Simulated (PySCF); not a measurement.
Te(CN)2, C₂N₂Te.
Bonds: Te1–C2, Te1–C4, C2–N3, C4–N5.

Method: PBE0-D3(BJ)/def2-SVP geometry optimisation, gas phase, def2 core potentials past Kr in PySCF; density fitting, grid level 1; the optimiser is geomeTRIC in internal coordinates, started from a GFN2-xTB structure with every atom displaced at random (about 0.03 Å).

At the end of the run (lengths in Å): Te1–C2 2.052, C2–N3 1.161, Te1–C4 2.052, C4–N5 1.161, C2–Te1–C4 93.8°, Te1–C2–N3 175.5°.

**Question.** These geometries were met on the way; a selection of coordinates is given. Order them by energy above the end point, lowest first.
A. Te1–C2 2.050, C2–N3 1.158, Te1–C4 2.051, C4–N5 1.161, C2–Te1–C4 93.5°, Te1–C2–N3 177.2°
B. Te1–C2 2.040, C2–N3 1.148, Te1–C4 2.045, C4–N5 1.163, C2–Te1–C4 91.8°, Te1–C2–N3 177.4°
C. Te1–C2 1.978, C2–N3 1.095, Te1–C4 2.012, C4–N5 1.189, C2–Te1–C4 87.5°, Te1–C2–N3 177.3°

**Answer.** A (0.003 eV), B (0.020 eV), C (0.476 eV).

```tsv
step	E above end (eV)	rms distance from the end, all atoms (Å)	largest force (eV/Å)	rms shift of all bonds from the end (Å)
2	0.003	0.018	0.289	0.002
1	0.020	0.045	1.613	0.009
0	0.476	0.140	9.999	0.055
```

Rows stand in the order of the answer.
